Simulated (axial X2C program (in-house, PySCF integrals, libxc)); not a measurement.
**Worked dissociation energy of BaH⁺: HF, without spin–orbit coupling**

All values were computed with an in-house all-electron X2C program for linear molecules (integrals from PySCF). Spin-free means the one-electron spin-free X2C Hamiltonian. Basis: Ba dyall-cv3z [14s14p9d5f1g], H dyall-v3z [6s2p1d] (cores contracted in-house); Gaussian nuclei, density fitting, unrestricted open shells. Masses: Ba 137.905 u, H 1.008 u.

Molecular state: M_S = 0, Λ = 0 (closed shell).

| Property | Result |
| --- | --- |
| E(Ba+) (2M_S = 1, M_L = 0) | -8131.513792 hartree |
| E(H) (2M_S = 1, M_L = 0) | -0.500004 hartree |
| E(BaH⁺) at Re | -8132.072045 hartree |
| ωe | 1335.6 cm⁻¹ |
| ωexe | 11.6 cm⁻¹ |

Work out De and D0.

De = -8131.513792 + (-0.500004) − (-8132.072045) = 0.05825 hartree = 1.585 eV. The zero-point energy is ωe/2 − ωexe/4 = 665 cm⁻¹ = 0.082 eV, so D0 = 1.503 eV.

Occupations by symmetry block were frozen at the best pattern of an incomplete PBE0 search. The closed shell is kept restricted, so the energy runs too high when the bond is stretched far. Dissociation energies refer to the lowest single-determinant-based atoms at the same level and basis.

Hartree–Fock lacks correlation and underbinds, often by eV.

Each atomic determinant is the lowest at this level and need not be a pure term. Totals compare only within one Hamiltonian and basis.
